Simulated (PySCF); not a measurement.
A calculated (LDA, PySCF 2.14, aug-cc-pVQZ-DK3, the spin-free X2C one-electron Hamiltonian (Gaussian nucleus)) atom or ion has these occupied shells.

```csv
shell,electrons,orbital energy (eV),"rms radius, mean of both spins (bohr)"
1s,2,-27671.6,0.0341
2s,2,-4152.3,0.139
2p,6,-3733.1,0.124
3s,2,-794.19,0.373
3p,6,-656.49,0.374
3d,10,-440.87,0.354
4s,2,-127.00,0.902
4p,6,-85.702,0.987
4d,10,-26.285,1.29
5s,2,-15.282,2.63
```

(1) Name the element and its charge.

Results:

(1) In⁺ (indium, charge +1), in [Kr] 4d10 5s2, closed-shell 1S.
